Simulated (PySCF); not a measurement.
## EPR parameters of C3H6NO3S

Compound: C₃H₆NO₃S (doublet state).
Z-matrix (Å and degrees, GFN2-xTB geometry), rows numbered from 1:
```
C 
S   1  1.8189
O   2  1.4451  1  107.56
O   2  1.4318  1  108.74  3   128.85
C   2  1.7648  1  101.15  3  -115.69
C   5  1.4426  2  124.68  1    89.82
N   6  1.3620  5  115.10  2    -3.31
O   6  1.2234  5  121.86  2   177.38
H   1  1.0816  2  108.09  3  -176.76
H   1  1.0834  2  107.20  3   -57.40
H   1  1.0822  2  108.38  3    62.16
H   5  1.0757  2  116.13  1   -93.86
H   7  1.0150  6  118.18  5    19.23
H   7  1.0083  6  116.59  5   170.46
```

The hyperfine couplings belong to this conformer and change with its torsions.

As a line formula: `CS(=O)(=O)[CH]C(N)=O` [radical].

Theory: UKS B3LYP, pcH-1 on C H N O S, non-relativistic, mean-field spin-orbit, GIAO (PySCF). One conformer (not necessarily the lowest) at the GFN2-xTB geometry, without solvent, vibrations or thermal averaging. The geometry wasn't refined by DFT: couplings that depend on bond lengths, twists or pyramidal angles can differ widely from those at the functional's own minimum. The frame is twisted about the C6–N7 bond at this geometry (dihedral O8–C6–N7–H14 = -10°); couplings at other torsion angles weren't computed. No stability test was run, so a lower SCF solution isn't excluded.

```
g1, g2, g3                      : 2.00215, 2.00300, 2.00547
g_iso                           : 2.00354
Form of g                       : rhombic: the two nearest values differ by 26 % of g3 − g1
⟨S²⟩                            : 0.7567 (exact 0.7500)
α and β electrons               : 36, 35
HOMO–LUMO gap, α and β orbitals : 8.05, 2.95 eV
Total energy                    : -796.46133 Eh
Basis functions                 : 270
```

Hyperfine couplings atom by atom, in mT; T1 to T3 are the principal values of the dipolar part (MHz turned into mT with g_iso):

```
atom  isotope  a_iso  of which spin–orbit     T1     T2    T3  Mulliken spin population
  C1      13C   0.45                 0.00  -0.10  -0.09  0.18                      0.01
  S2      33S  -0.40                 0.00  -0.06   0.01  0.05                     -0.01
  O3      17O  -0.03                 0.00  -0.16   0.07  0.09                      0.01
  O4      17O  -0.06                 0.00  -0.18   0.07  0.11                      0.01
  C5      13C   3.16                -0.01  -2.64  -2.58  5.22                      0.93
  C6      13C  -1.28                 0.00  -0.39   0.12  0.27                     -0.10
  N7      14N   0.03                 0.00  -0.09  -0.06  0.15                      0.05
  O8      17O  -0.35                -0.01  -1.67   0.80  0.87                      0.15
  H9       1H   0.04                 0.00  -0.12  -0.07  0.19                      0.00
 H10       1H   1.08                 0.00  -0.08  -0.04  0.12                      0.01
 H11       1H   0.13                 0.00  -0.14  -0.07  0.21                      0.00
 H12       1H  -2.09                 0.00  -1.20  -0.09  1.29                     -0.04
 H13       1H  -0.13                 0.00  -0.14  -0.03  0.18                      0.00
 H14       1H  -0.15                 0.00  -0.12  -0.08  0.20                      0.00
```

Largest spin populations (Mulliken): C5 (+0.93), O8 (+0.15) and C6 (-0.10). The positive populations add up to 1.16 and the negative ones to -0.16, together 2S = 1. The angles at C5 add up to 359.9°, so it is planar; its axial dipolar tensor and the negative coupling of its proton fit spin in a p orbital normal to that plane.

Axes: g3 points within 9° of the S2–C5 bond.

Under fast tumbling the dipolar parts average out, and these isotropic splittings remain: 1 × 1H (H12, I = 1/2, 2 lines) with 2.09 mT, 3 × 1H (H9/H10/H11, I = 1/2, 4 lines) with 0.42 mT, 1 × 1H (H14, I = 1/2, 2 lines) with 0.15 mT, 1 × 1H (H13, I = 1/2, 2 lines) with 0.13 mT and 1 × 14N (N7, I = 1, 3 lines) with 0.03 mT.

Means are taken over nuclei equivalent by connectivity, which assumes that they swap fast. H13 and H14 aren't averaged: N7 is flat or nearly so (angle sum 353°), and its turn about the short N7–C6 bond (1.36 Å) is taken as slow. The three 1H nuclei of mean +11.8 MHz run from 1.2 to 30.4 MHz in the frozen geometry.

The 33S coupling of S2 (-11.2 MHz) shows only in satellite lines or after enrichment, since that isotope makes up about 0.76 % of natural sulfur.

The 13C coupling of C5 (88.6 MHz) shows only in satellite lines or after enrichment, since that isotope makes up about 1.07 % of natural carbon.

The spin density at the nucleus, in bohr⁻³, is negative for S2 (-0.0328), C6 (-0.0319) and H12 (-0.0131), for instance. A restricted open-shell determinant has no negative spin density anywhere; here it arises because α and β orbitals differ (spin polarisation).
